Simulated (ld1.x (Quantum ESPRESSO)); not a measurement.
# Scattering properties, TM semilocal potential for Sm

* Element: samarium (Sm)
* Generator: ld1.x (Quantum ESPRESSO) 7.5
* Type: norm-conserving Troullier–Martins (semilocal form)
* Functional: Wu–Cohen
* Relativity: scalar-relativistic
* Frozen core: [Kr] 4d10 4f5
* Valence charge: 11
* Reference configuration: 5s2 5p6 5d1 6s2 6p0
* Partial waves: 5s (bound): rc 1.10 bohr; 5p (bound): rc 1.80 bohr; 5d (bound): rc 2.00 bohr
* Local potential: the d channel
* Core correction: Bessel-smoothed model core inside 1.15 bohr

Occupied shells without a wave of their own: 6s. They enter only through the test configuration that unscreens the potential, and ld1.x also counts them in the model core charge.

The phase is arctan(r·u′/u) with u = r·R(r), unwrapped; energies in Ry, scanned from -5 to 5 Ry. A pole is an energy at which the radial function vanishes at the test radius. The pseudo phase is shifted by a multiple of π to meet the all-electron one at the reference energy, and phase errors are pseudo minus all-electron; the curves can meet again beyond the range given. Levels narrower than the energy grid can be missing from the lists of poles.

```csv
channel,radius (bohr),reference energy (Ry),"poles, all-electron","poles, pseudo",unbroken range about the reference energy with phases within 0.05 rad,phase error 1 Ry above the reference energy (rad)
s,2.21,-3.43,-2.85,-2.85,below 0.5,-0.002
p,2.21,-1.91,-0.84,-0.85,below 2.3,-0.002
d,2.21,-0.20,2.29,2.24,the whole range,-0.002
```

ld1.x takes every shell without a wave as core, so the model core holds the 6s electrons as well and exchange and correlation see them twice. This cancels in the reference configuration, but the file is broken for other ones, and its errors say nothing about a proper core correction.

Phases in the d channel:

```tsv
E (Ry)	all-electron	pseudo
-5.00	1.350	1.349
-4.48	1.334	1.333
-3.96	1.315	1.314
-3.44	1.290	1.290
-2.92	1.258	1.256
-2.40	1.211	1.210
-1.88	1.138	1.137
-1.36	1.010	1.009
-0.84	0.733	0.731
-0.32	0.017	0.017
0.20	-0.873	-0.873
0.72	-1.253	-1.255
1.24	-1.417	-1.420
1.76	-1.509	-1.513
2.28	-1.570	-1.575
2.80	-1.618	-1.625
3.32	-1.659	-1.669
3.84	-1.700	-1.714
4.36	-1.744	-1.765
4.88	-1.797	-1.831
```
